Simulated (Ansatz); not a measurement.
Cost and result for the atomization energy of C2H6AlNSi (`[CH3][Al]1[N]=C[SiH2]1`) (11 atoms, 11 bonds).

Z-matrix (Å, degrees):
```
C
Al 1 1.943
H 1 1.095 2 110.3
H 1 1.093 2 111.9 3 119.1
H 1 1.093 2 111.3 3 -119.2
N 2 1.861 1 129.7 3 96.2
C 2 2.437 1 160.9 3 95.7
Si 2 2.419 1 152.1 3 -82.7
H 7 1.104 2 168.2 1 1.3
H 8 1.494 2 124.6 1 -77.0
H 8 1.494 2 124.3 1 75.7
```

Total charge 0; spin multiplicity 1. All single points use the PBE0-D4/def2-TZVP geometry. Program: Ansatz. All runs use 4 threads of an Arm Neoverse V1 on a shared host. Times are those of one run each, without the atoms' runs, and a repeat can differ threefold. Electronic energies, without spin–orbit coupling; frozen cores. CCSD(T)/CBS adds CCSD(T) − MP2 in def2-TZVPP to the MP2 limit, and its time is that of the two runs behind it. T1 = 0.014. B3LYP takes the VWN-RPA correlation (the form of Gaussian; ORCA's B3LYP/G).

CCSD(T)/CBS is a level of theory with its own doubt, some kJ/mol a heavy atom from the limit and from the frozen cores, so smaller differences don't rank the functionals.

| level | functions | wall time | atomization (kJ/mol) | difference from CCSD(T)/CBS | per bond |
| --- | --- | --- | --- | --- | --- |
| PBE-D4/def2-TZVPP (with forces) | 261 | 2.7 s | 3978.5 | 84.8 | 7.7 |
| PBE0-D4/def2-TZVPP | 261 | 3.2 s | 3907.5 | 13.8 | 1.2 |
| B3LYP-D4/def2-TZVPP (with forces) | 261 | 4.8 s | 3899.4 | 5.7 | 0.5 |
| r2SCAN-D4/def2-TZVPP (with forces) | 261 | 5.5 s | 3906.9 | 13.2 | 1.2 |
| B2PLYP/def2-TZVPP | 261 | 6 s | 3853.2 | -40.5 | -3.7 |
| ωB97X-V/def2-TZVPP | 261 | 8.5 s | 3921.3 | 27.6 | 2.5 |
| ωB97M-V/def2-TZVPP (with forces) | 261 | 13 s | 3912.2 | 18.5 | 1.7 |
| MP2/def2-QZVPP | 491 | 23 s | 3899.4 | 5.7 | 0.5 |
| CCSD(T)/def2-TZVPP | 261 | 120 s | 3783.3 | -110.4 | -10.0 |
| CCSD(T)/CBS(def2) | – | 2.3 min | 3893.7 | 0.0 | 0.0 |

In def2-TZVPP, CCSD(T) changes the Hartree–Fock value by +1003.4 kJ/mol (the triples alone add +68.4 kJ/mol) and MP2 by +1053.8 kJ/mol; breaking electron pairs costs correlation energy, which Hartree–Fock lacks. From PBE to PBE0 (25 % exact exchange), in def2-TZVPP and without D4, the atomization energy moves by −67.6 kJ/mol: exact exchange takes away binding that semilocal exchange gives to molecules. The D4 term adds +37.8 kJ/mol with B3LYP and +19.8 kJ/mol with PBE0; it sums over pairs of atoms, weighted by their polarisabilities, and B3LYP, whose exchange is more repulsive, gets the larger term.
